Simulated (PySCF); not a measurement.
How methods differ on the ionisation energy of Xe

Xe [Xe] (1S) → Xe+ [Kr] 4d10 5s2 5p5 (2P), as a difference of total energies. Computed with PySCF 2.14 in def2-TZVP with the def2 core potential (28 electrons) (6s5p3d2f, 50 functions), with a scalar-relativistic core potential. Correlated levels: valence: 4s2 4p6 4d10 frozen. The calculations carry no spin-orbit coupling.

```tsv
method	ionisation energy (eV)	error (eV)
UHF	11.466	-1.099
M06-L	12.072	-0.493
MN15	12.172	-0.393
MP2 (valence)	12.259	-0.306
SCS-MP2 (valence)	12.187	-0.378
CCSD (valence)	12.163	-0.402
CCSD(T) (valence)	12.199	-0.366
```

Reference: 12.565 eV (measured; NIST levels, between the centres of gravity of the two terms).

Errors of the correlated levels include the incompleteness of this basis and the frozen core.
